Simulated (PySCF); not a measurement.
## I²⁺ (iodine, charge +2) across methods

[Kr] 4d10 5s1 5p4, high-spin 4P determinant (an excited configuration). All numbers are calculated (PySCF 2.14, scalar relativity by spin-free X2C-1e, in aug-cc-pVTZ-DK3 (8s7p5d2f, 68 functions)).

```json
{"method": "PBE", "E (hartree)": "-7113.39", "mean ε 5s α (eV)": "-37.772", "mean ε 5p α (eV)": "-26.107", "mean ε 5p β (eV)": "-23.772", "Σ⟨r²⟩ (bohr²)": "42.74", "⟨S²⟩": "3.753"}
{"method": "UHF", "E (hartree)": "-7110.97207", "mean ε 5s α (eV)": "-46.350", "mean ε 5p α (eV)": "-31.102", "mean ε 5p β (eV)": "-25.885", "Σ⟨r²⟩ (bohr²)": "43.29", "⟨S²⟩": "3.758"}
{"method": "r2SCANh", "E (hartree)": "-7113.82", "mean ε 5s α (eV)": "-39.604", "mean ε 5p α (eV)": "-27.166", "mean ε 5p β (eV)": "-24.121", "Σ⟨r²⟩ (bohr²)": "42.75", "⟨S²⟩": "3.756"}
{"method": "r2SCAN", "E (hartree)": "-7113.83", "mean ε 5s α (eV)": "-38.760", "mean ε 5p α (eV)": "-26.651", "mean ε 5p β (eV)": "-23.783", "Σ⟨r²⟩ (bohr²)": "42.74", "⟨S²⟩": "3.756"}
{"method": "TPSSh", "E (hartree)": "-7113.53", "mean ε 5s α (eV)": "-38.903", "mean ε 5p α (eV)": "-26.804", "mean ε 5p β (eV)": "-24.093", "Σ⟨r²⟩ (bohr²)": "42.77", "⟨S²⟩": "3.753"}
{"method": "B3LYP", "E (hartree)": "-7113.89", "mean ε 5s α (eV)": "-39.571", "mean ε 5p α (eV)": "-27.120", "mean ε 5p β (eV)": "-24.612", "Σ⟨r²⟩ (bohr²)": "42.83", "⟨S²⟩": "3.752"}
{"method": "PBE0", "E (hartree)": "-7113.47", "mean ε 5s α (eV)": "-40.153", "mean ε 5p α (eV)": "-27.559", "mean ε 5p β (eV)": "-24.634", "Σ⟨r²⟩ (bohr²)": "42.76", "⟨S²⟩": "3.753"}
{"method": "LDA", "E (hartree)": "-7107.25", "mean ε 5s α (eV)": "-37.942", "mean ε 5p α (eV)": "-26.195", "mean ε 5p β (eV)": "-23.990", "Σ⟨r²⟩ (bohr²)": "42.68", "⟨S²⟩": "3.752"}
```

**Question.** Estimate the same row for M06-L.

**Answer.** E (hartree) = -7113.68; mean ε 5s α (eV) = -37.950; mean ε 5p α (eV) = -26.048; mean ε 5p β (eV) = -23.520; Σ⟨r²⟩ (bohr²) = 42.72; ⟨S²⟩ = 3.753.
